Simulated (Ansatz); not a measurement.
Born–Oppenheimer molecular dynamics of FH₃NOSi (7 atoms, charge 0, multiplicity 2). It starts at the highest image of a converged band. Of that band: Neighbouring images differ by up to 1.4 eV, so the band resolves the path poorly. A vibrational analysis at the climbing image gives one clearly imaginary mode, 1429i cm⁻¹: a first-order saddle point.

Theory: UKS PBE0-D4/def2-SVP (Ansatz).

- ensemble: NVE (velocity Verlet)
- time step: 0.5 fs
- steps asked: 200
- starting velocities drawn for: 100 K
- seed: 10360

Frames 5 fs apart, positions in Å, forces in eV/Å.

Velocities at 30.0 fs (Å/ps):

```
N -2.42 -0.43 -9.33
Si 7.92 -2.01 11.19
O -1.91 1.63 -1.87
F -3.70 -0.20 -5.95
H -3.46 2.51 1.85
H -2.49 1.94 -13.25
H -80.93 35.41 -28.79
```

```xyz
7
Properties=species:S:1:pos:R:3:forces:R:3 time_fs=30.0 energy_less_start_eV=-0.800 T=1338
N -0.453 1.077 -0.062 -0.17 -0.14 0.12
Si 0.114 -0.564 0.162 1.14 -0.54 -0.67
O 1.194 -1.149 -1.039 0.87 -0.84 -1.03
F -1.324 -1.360 0.403 0.75 0.24 -0.55
H 0.170 1.890 -0.195 -0.55 -0.72 0.19
H -1.335 1.296 0.450 1.04 -0.11 -0.63
H 1.903 -1.708 -1.606 -3.08 2.12 2.57
7
Properties=species:S:1:pos:R:3:forces:R:3 time_fs=35.0 energy_less_start_eV=-1.193 T=1934
N -0.463 1.068 -0.110 1.04 -2.04 -0.36
Si 0.156 -0.576 0.213 -0.76 -0.04 -1.71
O 1.168 -1.127 -1.030 -0.70 0.47 0.90
F -1.335 -1.359 0.370 1.54 0.46 -0.27
H 0.133 1.865 -0.175 0.66 0.56 -0.08
H -1.306 1.303 0.359 -1.01 0.15 0.57
H 1.496 -1.597 -1.820 -0.78 0.44 0.94
7
Properties=species:S:1:pos:R:3:forces:R:3 time_fs=40.0 energy_less_start_eV=-1.347 T=2174
N -0.460 1.036 -0.158 0.26 0.15 0.82
Si 0.192 -0.588 0.251 -2.55 0.66 -1.14
O 1.122 -1.092 -1.004 0.39 -0.59 -0.60
F -1.328 -1.352 0.334 1.76 0.37 0.02
H 0.162 1.864 -0.161 -0.36 -0.73 -0.02
H -1.349 1.306 0.315 0.88 -0.44 -0.36
H 1.085 -1.491 -1.902 -0.38 0.59 1.29
7
Properties=species:S:1:pos:R:3:forces:R:3 time_fs=45.0 energy_less_start_eV=-1.168 T=1906
N -0.449 0.996 -0.196 0.86 -1.11 0.34
Si 0.207 -0.595 0.279 -3.09 1.47 0.33
O 1.089 -1.065 -0.978 -1.24 -1.90 -4.39
F -1.299 -1.341 0.298 1.27 -0.04 0.21
H 0.174 1.782 -0.155 0.42 0.54 -0.08
H -1.313 1.245 0.247 -0.67 0.15 0.39
H 0.456 -1.274 -1.835 2.47 0.88 3.20
7
Properties=species:S:1:pos:R:3:forces:R:3 time_fs=50.0 energy_less_start_eV=-1.118 T=1818
N -0.427 0.947 -0.225 0.00 0.98 0.95
Si 0.197 -0.589 0.310 -1.02 1.28 1.47
O 1.046 -1.054 -0.986 1.08 -0.99 -0.32
F -1.255 -1.331 0.265 -0.05 -0.75 0.34
H 0.220 1.746 -0.170 -0.45 -0.30 -0.14
H -1.326 1.193 0.220 0.58 0.03 -0.28
H 0.228 -1.011 -1.480 -0.13 -0.25 -2.02
7
Properties=species:S:1:pos:R:3:forces:R:3 time_fs=55.0 energy_less_start_eV=-0.568 T=979
N -0.403 0.908 -0.241 -0.44 1.45 0.47
Si 0.179 -0.574 0.352 1.68 -0.15 0.32
O 1.014 -1.061 -1.008 -3.14 0.71 -0.79
F -1.212 -1.330 0.236 -1.65 -1.42 0.66
H 0.217 1.704 -0.215 0.20 0.38 -0.17
H -1.293 1.167 0.165 -0.31 0.28 0.02
H 0.062 -0.733 -1.425 3.65 -1.25 -0.50
7
Properties=species:S:1:pos:R:3:forces:R:3 time_fs=60.0 energy_less_start_eV=-0.978 T=1607
N -0.385 0.897 -0.248 -0.65 2.58 0.52
Si 0.173 -0.558 0.397 1.67 -0.86 -2.23
O 0.961 -1.065 -1.034 2.11 -1.17 2.66
F -1.189 -1.347 0.215 -1.91 -1.43 1.01
H 0.229 1.712 -0.296 -0.08 -0.10 -0.04
H -1.297 1.195 0.104 0.08 0.12 -0.11
H 0.368 -0.675 -1.632 -1.22 0.86 -1.81
7
Properties=species:S:1:pos:R:3:forces:R:3 time_fs=65.0 energy_less_start_eV=-0.516 T=901
N -0.378 0.926 -0.246 -0.67 1.90 0.73
Si 0.180 -0.550 0.422 0.18 -0.55 -4.19
O 0.917 -1.075 -1.038 0.86 1.10 -2.49
F -1.188 -1.381 0.207 -0.98 -0.73 1.37
H 0.241 1.722 -0.391 -0.02 -0.06 0.12
H -1.308 1.261 0.025 0.26 0.01 0.01
H 0.745 -0.590 -1.999 0.38 -1.67 4.46
7
Properties=species:S:1:pos:R:3:forces:R:3 time_fs=70.0 energy_less_start_eV=-0.661 T=1131
N -0.380 0.985 -0.232 0.29 0.10 0.74
Si 0.190 -0.546 0.412 -1.17 -0.19 -4.37
O 0.891 -1.082 -1.049 -0.62 -3.76 6.81
F -1.199 -1.424 0.216 0.30 0.11 1.32
H 0.260 1.734 -0.459 0.16 0.19 0.11
H -1.300 1.343 -0.036 -0.36 0.17 0.30
H 1.108 -0.667 -1.787 1.41 3.38 -4.91
7
Properties=species:S:1:pos:R:3:forces:R:3 time_fs=75.0 energy_less_start_eV=-0.816 T=1365
N -0.380 1.050 -0.206 0.00 0.03 0.65
Si 0.189 -0.544 0.367 -2.45 0.62 -2.38
O 0.878 -1.110 -1.026 3.62 1.45 -2.78
F -1.207 -1.466 0.242 0.96 0.67 1.01
H 0.296 1.767 -0.494 -0.38 -0.28 0.32
H -1.319 1.446 -0.043 0.79 -0.33 0.14
H 1.492 -0.537 -1.706 -2.54 -2.14 3.04
7
Properties=species:S:1:pos:R:3:forces:R:3 time_fs=80.0 energy_less_start_eV=-1.274 T=2062
N -0.375 1.108 -0.168 0.91 -2.01 0.46
Si 0.167 -0.537 0.302 -3.07 0.84 -0.37
O 0.896 -1.134 -1.023 0.11 -1.18 -0.25
F -1.204 -1.500 0.280 1.02 0.96 0.58
H 0.294 1.785 -0.476 0.43 0.45 -0.09
H -1.266 1.513 0.003 -0.87 0.27 0.41
H 1.640 -0.609 -1.238 1.47 0.66 -0.75
7
Properties=species:S:1:pos:R:3:forces:R:3 time_fs=85.0 energy_less_start_eV=-1.270 T=2062
N -0.362 1.142 -0.123 -0.41 -0.08 0.09
Si 0.120 -0.522 0.232 -1.91 0.78 0.73
O 0.933 -1.166 -1.022 3.66 1.28 -0.43
F -1.189 -1.522 0.326 0.36 0.85 0.14
H 0.326 1.841 -0.448 -0.53 -0.61 0.31
H -1.272 1.583 0.119 1.01 -0.58 -0.11
H 1.844 -0.679 -0.932 -2.18 -1.64 -0.74
```

Of the whole run (100 fs, mean temperature of the second half 1533 K): The conserved energy stayed within 1.3 meV per atom of its start (net change 0.13 meV per atom), so the integration is sound. The kinetic energy rose, since the run started high on the potential surface and went downhill. A run of 0.1 ps of so small a system gives no equilibrium averages.

Time of the run: 5.1 min on 2 threads of AMD EPYC 7R43 64-Core Processor (Zen 3), with other jobs on the host, peak memory 0.22 GiB.
